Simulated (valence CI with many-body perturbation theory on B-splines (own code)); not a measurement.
## Level structure of Ce⁴³⁺

Computed by configuration interaction combined with many-body perturbation theory (CI+MBPT): five valence electrons over a frozen Dirac-Fock core [Ne], a basis of 11 s, 11 p, 10 d, 8 f, 5 g, 2 h functions for each j, with the one-electron correlation potential Σ1 (screened to all orders), the two-electron term Σ2, the three-electron term Σ3, Breit, model QED; selected single and double excitations, second order for the rest, scaled by the run's own slope (own B-spline code, finite nucleus).

The last digits are not significant, and no measured levels were compared; by estimate large intervals hold to a few tenths of a per cent, small ones and those within an open d or f shell to about a per cent. Among the levels kept, up to 3200 cm⁻¹ of a level comes from second order outside the variational space, and about a tenth of that is noise between levels of different J, which matters for small intervals.

Levels 46 to 90 of 170, with energies above the lowest level, (3s^2 3p1/2^2 3p3/2) J=3/2. "Leading %" is the weight of the configuration and term that name the level; weights of strongly mixed levels are sums over their largest components and can fall short. In the jj column 3d3/2^4 stands for four electrons in 3d with j = 3/2.

```tsv
No.	Configuration	Term	J	E (eV)	Leading %	Second component	Leading jj
46	3s3p³3d	⁴D°	5/2	421.66	32	19 % 3s3p³3d ⁴P°	3s 3p1/2^2 3p3/2 3d5/2 (89 %)
47	3s3p³3d	⁴D°	3/2	428.24	16	14 % 3s3p³3d ²D°	3s 3p1/2^2 3p3/2 3d5/2 (69 %)
48	3s3p³3d	²F°	7/2	430.41	32	15 % 3s3p³3d ⁴D°	3s 3p1/2^2 3p3/2 3d5/2 (73 %)
49	3s²3p²3d	²D	5/2	432.18	78	14 % 3s²3p²3d ⁴D	3s^2 3p3/2^2 3d5/2 (97 %)
50	3s3p³3d	²F°	7/2	442.17	23	18 % 3s3p³3d ⁴G°	3s 3p1/2^2 3p3/2 3d5/2 (86 %)
51	3s²3p²3d	²D	3/2	443.39	42	39 % 3s²3p²3d ²P	3s^2 3p3/2^2 3d5/2 (88 %)
52	3s²3p3d²	⁴G°	5/2	444.38	48	29 % 3s²3p3d² ²F°	3s^2 3p1/2 3d3/2^2 (83 %)
53	3s3p³3d	⁴D°	1/2	446.88	47	34 % 3s3p³3d ²P°	3s 3p1/2^2 3p3/2 3d5/2 (87 %)
54	3s²3p²3d	²D	5/2	447.68	52	19 % 3s²3p²3d ²F	3s^2 3p3/2^2 3d5/2 (88 %)
55	3s3p³3d	²F°	5/2	451.15	23	15 % 3s3p³3d ⁴F°	3s 3p1/2^2 3p3/2 3d5/2 (76 %)
56	3s3p³3d	⁴D°	3/2	452.80	27	14 % 3s3p³3d ²P°	3s 3p1/2^2 3p3/2 3d5/2 (80 %)
57	3s3p³3d	⁶D°	3/2	468.67	17	17 % 3s²3p3d² ⁴D°	3s 3p1/2 3p3/2^2 3d3/2 (47 %)
58	3s²3p3d²	⁴G°	7/2	468.88	47	13 % 3s²3p3d² ⁴F°	3s^2 3p1/2 3d3/2 3d5/2 (75 %)
59	3s3p³3d	⁶D°	5/2	469.21	14	14 % 3s²3p3d² ⁴F°	3s^2 3p1/2 3d3/2 3d5/2 (63 %)
60	3s3p³3d	⁶D°	1/2	469.78	25	20 % 3s²3p3d² ⁴P°	3s^2 3p1/2 3d3/2 3d5/2 (49 %)
61	3s²3p3d²	⁴D°	1/2	472.38	38	26 % 3s²3p3d² ²P°	3s^2 3p1/2 3d3/2^2 (77 %)
62	3s²3p3d²	⁴F°	3/2	477.13	26	20 % 3s²3p3d² ²D°	3s^2 3p1/2 3d3/2^2 (76 %)
63	3s²3p3d²	²G°	9/2	478.90	28	27 % 3s²3p3d² ²H°	3s^2 3p1/2 3d3/2 3d5/2 (73 %)
64	3p⁵	²P°	3/2	482.79	36	11 % 3s²3p3d² ⁴D°	3p1/2^2 3p3/2^3 (36 %)
65	3s3p⁴	²S	1/2	484.33	32	31 % 3s3p⁴ ²P	3s 3p3/2^4 (84 %)
66	3s3p³3d	⁶D°	7/2	489.85	28	19 % 3s²3p3d² ⁴D°	3s 3p1/2 3p3/2^2 3d5/2 (30 %)
67	3s3p³3d	⁴F°	5/2	491.17	27	12 % 3s3p³3d ⁴D°	3s 3p1/2 3p3/2^2 3d3/2 (57 %)
68	3p⁵	²P°	3/2	497.58	19	12 % 3s3p³3d ⁶D°	3s 3p1/2 3p3/2^2 3d3/2 (33 %)
69	3s3p³3d	⁴D°	7/2	498.27	42	12 % 3s3p³3d ⁴G°	3s 3p1/2 3p3/2^2 3d3/2 (55 %)
70	3s²3p3d²	⁴P°	1/2	498.33	19	18 % 3s3p³3d ⁴D°	3s 3p1/2 3p3/2^2 3d3/2 (46 %)
71	3s²3p3d²	⁴D°	5/2	498.87	24	12 % 3s3p³3d ⁴P°	3s^2 3p1/2 3d3/2 3d5/2 (61 %)
72	3s3p³3d	⁴G°	9/2	503.03	28	26 % 3s²3p3d² ²H°	3s 3p1/2 3p3/2^2 3d5/2 (42 %)
73	3s²3p3d²	⁴S°	3/2	503.18	18	14 % 3s3p³3d ⁴P°	3s^2 3p1/2 3d3/2 3d5/2 (47 %)
74	3s²3p3d²	²G°	7/2	504.40	26	24 % 3s²3p3d² ²F°	3s^2 3p1/2 3d3/2 3d5/2 (53 %)
75	3s3p³3d	⁴F°	9/2	509.81	36	29 % 3s3p³3d ²G°	3s 3p1/2 3p3/2^2 3d5/2 (50 %)
76	3s3p³3d	⁴G°	9/2	510.56	36	19 % 3s3p³3d ²G°	3s 3p1/2 3p3/2^2 3d5/2 (38 %)
77	3s3p³3d	⁴F°	3/2	511.54	21	15 % 3s²3p3d² ²P°	3s 3p1/2 3p3/2^2 3d3/2 (42 %)
78	3s3p³3d	⁴D°	1/2	512.51	33	17 % 3s²3p3d² ²P°	3s 3p1/2 3p3/2^2 3d5/2 (55 %)
79	3s²3p3d²	²F°	5/2	513.35	22	16 % 3s²3p3d² ⁴D°	3s^2 3p1/2 3d5/2^2 (58 %)
80	3s3p³3d	⁴F°	3/2	515.57	15	12 % 3s²3p3d² ⁴P°	3s^2 3p1/2 3d5/2^2 (45 %)
81	3s3p³3d	²G°	7/2	517.95	25	21 % 3s3p³3d ⁴G°	3s 3p1/2 3p3/2^2 3d3/2 (66 %)
82	3s3p³3d	⁴P°	5/2	518.75	26	12 % 3s3p³3d ⁴D°	3s 3p1/2 3p3/2^2 3d3/2 (47 %)
83	3s3p³3d	²P°	1/2	521.25	28	22 % 3s3p³3d ⁴D°	3s 3p1/2 3p3/2^2 3d3/2 (58 %)
84	3s3p³3d	⁴G°	11/2	524.27	96		3s 3p1/2 3p3/2^2 3d5/2 (96 %)
85	3s3p³3d	⁴F°	3/2	524.96	34	10 % 3s3p³3d ²D°	3s 3p1/2 3p3/2^2 3d3/2 (79 %)
86	3s3p³3d	⁴F°	5/2	525.70	22	20 % 3s3p³3d ⁴G°	3s 3p1/2 3p3/2^2 3d3/2 (78 %)
87	3s²3p3d²	⁴D°	7/2	527.32	16	16 % 3s3p³3d ⁴D°	3s^2 3p1/2 3d5/2^2 (49 %)
88	3s3p³3d	⁴P°	3/2	527.73	23	13 % 3s3p³3d ⁴D°	3s 3p1/2 3p3/2^2 3d3/2 (74 %)
89	3s3p³3d	²S°	1/2	530.80	40	39 % 3s3p³3d ⁴P°	3s 3p1/2 3p3/2^2 3d5/2 (81 %)
90	3s3p³3d	²G°	7/2	531.66	38	13 % 3s3p³3d ²F°	3s 3p1/2 3p3/2^2 3d3/2 (73 %)
```

Where two levels of one J and parity lie close, their mixing, g and order are uncertain.
